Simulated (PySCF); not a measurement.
Polarisability and C₆ of As (arsenic, neutral)

[Ar] 3d10 4s2 4p3, high-spin 4S determinant. Calculation: PySCF 2.14, in aug-cc-pVQZ-PP with ECP10MDF; a scalar-relativistic core potential. Coupled (time-dependent) response in atomic units; α is the mean over directions.

```json
{"method": "wB97X", "mean α (bohr³)": "30.86", "C₆ (like pair)": "258.9", "S(−4)": "299.0"}
{"method": "B97-3", "mean α (bohr³)": "31.54", "C₆ (like pair)": "267.7", "S(−4)": "308.0"}
```

S(−4) is the Cauchy moment in α(ω) = α(0) + S(−4) ω² + …

Reference α: 30 ± 1 bohr³ (recommended; Schwerdtfeger and Nagle, table of static dipole polarizabilities (2023 update)). Published C₆: 246.0 (Chu and Dalgarno (2004); Tang, Norbeck and Certain (1976)).

α(iu) at wB97X:

| u (hartree) | α(iu) (bohr³) |
| --- | --- |
| 0 | 30.86 |
| 0.0500 | 30.14 |
| 0.100 | 28.22 |
| 0.200 | 22.88 |
| 0.300 | 17.83 |
| 0.500 | 10.96 |
| 0.750 | 6.529 |
| 1.00 | 4.291 |
| 1.50 | 2.281 |
| 2.00 | 1.441 |
| 3.00 | 0.7509 |
| 5.00 | 0.3236 |

A single London oscillator, α(iu) = α/(1 + u²/ω²), gives C₆ = (3/4) ω α². Matching the computed C₆ needs ω = 4 × 258.9 / (3 × 30.86²) = 0.362 hartree.

Energies and moments cover only the electrons outside the core potential.
